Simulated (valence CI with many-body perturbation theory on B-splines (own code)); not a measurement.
As10+: one-electron terms

Computed by relativistic CI+MBPT: five valence electrons over a frozen Dirac-Fock core [Ar], radial functions for each j: 7 s, 7 p, 8 d, 6 f, 4 g, 1 h, with the one-electron correlation potential Σ1 (screened to all orders), the two-electron term Σ2, the three-electron term Σ3, Breit, model QED; selected single and double excitations, second order for the rest, scaled by the run's own slope (own B-spline code, finite nucleus).

No measured levels were compared; by estimate terms of the open shell hold to 2 to 4 % of their energy, and close levels can change places. Only levels of the ground parity were solved; by the run's estimate the other parity begins above the list, which can be wrong where configurations are misplaced.

These are the spectroscopic orbitals of the CI (the correlating ones are not listed), shaped by the core and the other valence electrons. h is the expectation value of the core's Dirac-Fock operator, without the valence repulsion; Σ1 is computed up to l = 3 at one energy for each symmetry, that of its lowest orbital but kept below the first core excitation, so for empty shells it is not the orbital's own correlation shift; Breit and QED include the response of the core.

```tsv
Orbital	h (hartree)	Σ1 (cm⁻¹)	Breit (cm⁻¹)	QED (cm⁻¹)	⟨r⟩ (bohr)
4s1/2	-10.071	-5733	296	215	1.284
5s1/2	-5.8302	-1921	132	96.2	2.249
6s1/2	-3.8091	-905	69.2	50.6	3.492
4p1/2	-9.2782	-5558	427	-21.8	1.344
5p1/2	-5.462	-1994	200	-10.0	2.357
6p1/2	-3.6093	-972	108	-5.4	3.648
4p3/2	-9.2038	-5427	263	-3.9	1.356
5p3/2	-5.4286	-1965	123	-1.7	2.372
6p3/2	-3.5914	-962	68.3	-0.9	3.666
3d3/2	-16.712	-19736	498	-125	0.5550
4d3/2	-7.9598	-4863	133	-21.7	1.464
5d3/2	-4.8622	-2050	65.0	-10.0	2.578
3d5/2	-16.667	-19508	4.7	-99	0.5573
4d5/2	-7.9471	-4838	32.6	-16.2	1.466
5d5/2	-4.8563	-2040	17.3	-7.4	2.582
4f5/2	-6.8279	-4941	-10.8	-4.6	1.529
5f5/2	-4.3655	-2604	-6.9	-3.0	2.719
4f7/2	-6.8267	-4862	-24.5	-3.7	1.529
5f7/2	-4.3646	-2554	-15.7	-2.4	2.720
5g7/2	-4.1905		-0.3	-0.2	2.491
5g9/2	-4.1902		-0.7	0.0	2.491
```

Among the shells of the start configuration 3d5, Σ1 is largest in size for 3d3/2, where it is 0.54 % of h.

Lowest root of each symmetry, sizes in configuration state functions:

```csv
J,Parity,Roots,Reference,Variational,Second order,Change by selected CI (cm⁻¹),Change by second order (cm⁻¹)
1/2,even,4,39,17010,313426,-16723,-30
3/2,even,7,67,26332,1481122,-16577,-50
5/2,even,10,81,26009,1597111,-11451,-62
7/2,even,7,72,25274,1483684,-14485,-138
9/2,even,5,56,25630,1454166,-14491,-94
11/2,even,3,35,25757,1213545,-14628,-39
13/2,even,1,18,20985,522308,-15594,-29
```
